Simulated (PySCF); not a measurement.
Cartesian coordinates (Å):
```xyz
3

B      0.0000     0.3391     0.0000
H     -1.0843    -0.1697     0.0000
H      1.0843    -0.1694     0.0000
```
Charge 0, spin multiplicity 2.

Q: Give the total energy, highest occupied spin orbital and dipole moment at the level PBE-D3(BJ)/def2-TZVP (PySCF 2.14.0).

A: 
```
Quantity                             Value
-----------------------------  -----------
total energy                   -25.8834 Ha
highest occupied spin orbital     -4.92 eV
dipole moment                       0.51 D
```
